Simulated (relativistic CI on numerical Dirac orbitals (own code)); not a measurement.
Sc19+: what numerical and physical settings do to a radial Dirac CI calculation

Reference input:

```
atom Sc  Z=21  charge=19  electrons=2
nucleus A=45  rms_radius_fm=3.5459
hamiltonian dirac-coulomb  breit=on  qed=on  c_scale=1
orbitals kli  potential=per-configuration
slater_scale 1
correlation none
mixing on
grid step=0.0125 r_max=5.5
scf mixing=0.4 start=green max_iterations=150 tolerance=2e-08 node_fill=0.05
configurations
  1s2
  1s 2s
end
```

Computed lowest total energy -430.23746 Ha, first excitation 34438066.8 cm⁻¹, 14 SCF steps. Runs with settings changed; * marks those that are bad on purpose (the QED terms keep the true α when c is scaled):

```csv
Changed,Outcome,Lowest level,ΔE (Ha),First excitation (cm⁻¹),SCF steps,Message
"speed of light × 0.8, iteration limit 30",converged,1s2 1S_0,-1.36,34526078.9,14,
"node fill of the KLI weights 0, SCF tolerance 1e-05, grid step 0.03",converged,1s2 1S_0,5.1e-05,34438011.0,10,
"Slater scale 1.2, node fill of the KLI weights 0.01",converged,1s2 1S_0,3.82e-08,34428329.5,14,
"SCF mixing 0.1, iteration limit 30, start potential bare",converged,1s2 1S_0,-6.25e-13,34438066.8,14,
SCF mixing 1.3 *,converged,1s2 1S_0,-3.18e-12,34438066.8,12,
node fill of the KLI weights 5 *,converged,1s2 1S_0,-1.94e-09,34440934.2,15,
```
